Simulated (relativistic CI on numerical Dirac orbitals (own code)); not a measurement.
**Pd2+ (4d8) in a crystal field**

Calculated by Dirac-Coulomb-Breit CI, separate exchange-only KLI orbitals for each configuration, a model potential for QED, valence Slater integrals scaled by 0.9, one configuration in a parametric crystal field (own radial code). With so little scaling, terms lie 10 to 35 % too far apart, which can change the order of excited levels.

Field parameters in Wybourne normalisation: Oh B⁴₀ = 21Dq, B⁴₄ = √(5/14) B⁴₀. The field is a parameter set, without covalency.

S is read from ⟨S²⟩ = S(S + 1).

Powder χT (cm³ K mol⁻¹) by Van Vleck's formula, with temperature-independent terms:

| Field | 2 K | 5 K | 10 K | 20 K | 50 K | 100 K | 200 K | 300 K |
| --- | --- | --- | --- | --- | --- | --- | --- | --- |
| Oh, 10Dq = 4700 cm⁻¹ | 2.02 | 2.03 | 2.03 | 2.03 | 2.04 | 2.07 | 2.11 | 2.15 |
| Oh, 10Dq = 19800 cm⁻¹ | 1.3 | 1.3 | 1.3 | 1.3 | 1.3 | 1.31 | 1.32 | 1.33 |
| Oh, 10Dq = 23550 cm⁻¹ | 1.25 | 1.25 | 1.25 | 1.25 | 1.25 | 1.26 | 1.27 | 1.28 |
| Oh, 10Dq = 27350 cm⁻¹ | 1.22 | 1.22 | 1.22 | 1.22 | 1.22 | 1.22 | 1.23 | 1.24 |
| Oh, 10Dq = 31100 cm⁻¹ | 1.19 | 1.19 | 1.19 | 1.19 | 1.19 | 1.2 | 1.2 | 1.21 |
| Oh, 10Dq = 34850 cm⁻¹ | 1.17 | 1.17 | 1.17 | 1.17 | 1.17 | 1.18 | 1.18 | 1.19 |
| Oh, 10Dq = 38650 cm⁻¹ | 1.15 | 1.15 | 1.15 | 1.16 | 1.16 | 1.16 | 1.16 | 1.17 |
| Oh, 10Dq = 42400 cm⁻¹ | 1.14 | 1.14 | 1.14 | 1.14 | 1.14 | 1.15 | 1.15 | 1.16 |

(1) For Oh, 10Dq = 27350 cm⁻¹: what effective moment follows at 300 K?

## Answers

(1) μ_eff = √(8χT) = 3.15 μB. The ground level has S = 1.00; the spin-only moment for S = 1 is 2.83 μB. The difference comes from the orbital moment, spin-orbit mixing of terms and temperature-independent paramagnetism, all larger in this ionic model than in covalent complexes.
